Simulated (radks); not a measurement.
Spherical quantum dot in the effective-mass picture: electrons in a parabolic well V = omega^2 r^2 / 2 with omega = 0.812, with a point charge +1 (a donor) at the centre, all in effective atomic units (hartree* = m*/eps^2 hartree, bohr* = eps/m* bohr), one dielectric constant everywhere. Method: non-relativistic Kohn-Sham, LDA (Slater exchange, Perdew-Wang correlation), spin-polarised, spherical densities; computed with a radial shooting solver with Libxc functionals. Levels are named by radial order and angular momentum (1s, 1p, 1d, 2s, ...), and open shells are averaged over m. Results are scaled to m* = 0.383 and eps = 17.4, for which hartree* = 34.42 meV and bohr* = 2.404 nm.

N = 17, configuration 1s2 1p6 1d(up 5, down 2) 2s2. This is the lowest configuration that the search found. Occupied and some empty levels:

level    occupation  eigenvalue (meV)  <r> (nm)
1s up             1            259.33     3.706
1s down           1            260.23     3.639
1p up             3            276.81     5.381
1p down           3            278.22     5.367
2s up             1            289.20     5.186
2s down           1            290.18     5.234
1d up             5            292.48     6.197
1d down           2            293.96     6.207
1f up             0            309.49     6.813
1f down           0            310.91     6.834
2p up             0            313.64     5.980
2p down           0            314.57     5.991
1g up             0            327.85     7.335
1g down           0            329.15     7.361

Energy (meV): total 2946.97, kinetic 433.86, external 809.09, Hartree 1940.1, exchange-correlation -236.05.

Electron density:

r (nm)  n(r) (e/nm^3)
0.526         0.05303
1.11          0.03305
1.70          0.02141
2.28          0.01507
2.87          0.01207
3.45          0.01101
4.04          0.01081
4.63          0.01062
5.21         0.009929
5.80         0.008587
6.38         0.006768
6.97         0.004804
7.55         0.003053
8.14         0.001734
8.72        0.0008741
9.31        0.0003927
9.90        0.0001562
10.5       0.00005524
11.1       0.00001747
11.7        4.889e-06
